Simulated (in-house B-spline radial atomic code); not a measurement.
**RPA and G0W0 on r2SCAN0: I⁶⁺**

Configuration [Kr] 4d10 5s1, highest spin, mean-field start r2SCAN0. Computed with a B-spline radial code for spherical atoms: all electrons, scalar-relativistic (spin-free one-electron X2C), finite nucleus, each spin shell either full or empty, empty states to l = 9 with an (l + 1/2)⁻⁴ tail; G0W0 by contour deformation at full frequency.

Command:
```bash
python run_gw.py task.json out
```
Settings (radii: box in bohr, nucleus in fm):
```
Z                        53
electrons                47
configuration            [Kr] 4d10 5s1
hamiltonian              x2c
method                   r2scan0
lmax                     9
rms_radius               4.75
spin_polarised           True
box_radius               9.29
intervals                66
ion_configuration        [Kr] 4d10
```

Time taken, with all properties: 10 s on 1 thread of Arm Neoverse N1, with other jobs on the host.

Energies (hartree):

```tsv
term	value
mean-field total	-7107.40139
Hartree-Fock functional on these orbitals	-7104.72071
direct second order	-4.1186
second-order exchange	1.1418
SOSEX correction	1.0759
```

Question: What is the RPA correlation energy, and what remains with SOSEX?

Answer: RPA gives -3.6904 hartree (-2.14 eV per electron); RPA + SOSEX gives -2.6145, and the second-order doubles -2.9767 hartree (no singles). RPA lacks exchange-type terms and so overcorrelates at short range.

Quasi-particle levels (eV):

```csv
level,occupied,mean field,Σx - vxc,Σc,QP weight,G0W0
5s up,yes,-83.58,-2.56,?,?,?
4d down,yes,-127.73,-7.95,0.26,0.962,-135.42
4d up,yes,-128.13,-7.90,0.19,0.914,-135.84
5s down,no,-77.73,5.94,-2.87,0.968,-74.65
```

G0W0 = mean field + (Σx - vxc) + Σc, with Σc (partial-wave tail included) taken at the quasi-particle energy. Only the outer levels were computed. Levels of low weight are left out.

Question: Where does G0W0 put 5s up?

Answer: At -88.38 eV, with Σc = -2.23 eV and a quasi-particle weight of 0.976. The tabulated removal energy is 87.61 ± 0.06 eV (NIST, semi-empirical); the calculation leaves out spin-orbit coupling, Breit and QED terms, and what these don't explain is the method's own error.

Question: What does it cost to remove one electron (to [Kr] 4d10) by differences of total energies, each species on its own start (correlation terms add to the Hartree-Fock functional)?

Answer: r2SCAN0 87.56 eV, Hartree-Fock functional 85.93 eV, + RPA 88.14 eV, + RPA + SOSEX 87.46 eV, + second order 88.35 eV. Tabulated: 87.61 ± 0.06 eV (NIST, semi-empirical); the calculation leaves out spin-orbit coupling, Breit and QED terms, and what these don't explain is the method's own error.
